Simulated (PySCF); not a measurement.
## `N#C[C@@H]1C[C@H]1[GeH2][Br]`, C₄H₆BrGeN

Geometry:
```csv
atom,x (Å),y (Å),z (Å)
N1,-2.089,1.916,2.007
C2,-1.525,1.413,1.148
C3,-0.814,0.767,0.102
C4,-1.127,-0.671,-0.205
C5,0.158,-0.330,0.484
Ge6,1.879,-0.498,-0.455
Br7,1.560,0.234,-2.585
H8,-0.568,1.421,-0.731
H9,-1.103,-0.960,-1.249
H10,-1.904,-1.157,0.366
H11,0.204,-0.558,1.543
H12,2.980,0.355,0.129
H13,2.344,-1.931,-0.571
```

The calculation used TDDFT B3LYP/def2-SVPD circular dichroism and optical rotation, one conformer, gas phase in PySCF. Geometry: GFN2-xTB.

The molecule is flexible and this is one conformer; a measurement averages over conformers. The calculation is non-relativistic, which matters for the atoms heavier than Zn. Singlets 9 and 10 lie within 0.01 eV of each other, so their separate moments and overlaps can depend on how they mix.

Task: Draw the ECD and absorption spectra from the lowest 16 states, each a Gaussian of half-width 0.2 eV at 1/e height.

Result: 
```tsv
E (eV)	λ (nm)	Δε (L mol⁻¹ cm⁻¹)	ε (L mol⁻¹ cm⁻¹)
5.67	219	0.00	2.84
5.82	213	-0.03	76.3
5.97	208	-0.38	700
6.12	203	-1.67	2220
6.27	198	-2.35	2440
6.42	193	-0.76	983
6.57	189	+1.70	423
6.72	184	+3.38	610
6.87	180	+0.55	932
7.02	177	-6.72	3180
7.17	173	-16.79	6130
7.32	169	-26.10	6110
7.47	166	-27.11	7780
7.62	163	-14.28	8870
7.77	160	+0.61	6690
```
Δε uses R in velocity form, ε uses f in length form. Only the states computed contribute, so the short-wavelength end is incomplete.

The sign of the CD band at 157 nm isn't settled: the length form gives the opposite one.
